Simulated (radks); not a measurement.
The numbers below are computed, except where a source is named.
Problem. These are the eigenvalues of the occupied orbitals of an atom or ion with whole-number occupations (eV). Code: a radial shooting solver on a logarithmic mesh with Libxc functionals. Model: Dirac Kohn-Sham, PBE, spin-unpolarised, spherical densities, point nucleus.

orbital  eigenvalue
1s1/2     -73779.75
2s1/2     -12847.66
2p1/2     -12299.08
2p3/2     -10767.65
3s1/2     -2996.934
3p1/2     -2751.981
3p3/2     -2418.012
3d3/2     -2008.545
3d5/2     -1936.219
4s1/2     -640.0097
4p1/2     -537.2805
4p3/2     -458.8397
4d3/2     -290.5052
4d5/2     -275.9784
5s1/2     -100.9433
5p1/2      -69.3208
4f5/2      -62.9845
4f7/2      -60.1794
5p3/2      -57.0975
5d3/2      -16.2089
5d5/2      -15.0947
6p1/2       -8.6102
6p3/2       -7.6183

Which element is it, and in what charge state? The configuration may be excited. Open shells, if any, are shared by 2j + 1.

Solution. Z = 76, osmium, charge +1: Os+ in [Xe] 4f14 5d6 6p1. The list shows which subshells hold electrons but not how many an open one holds; the 1s level, -2711.4 hartree, gives Z - s = 73.6 by -(Z - s)^2/2, which with screening and relativity narrows Z to a few neighbours, and the depths of the outer levels then fix element, charge and occupations together.
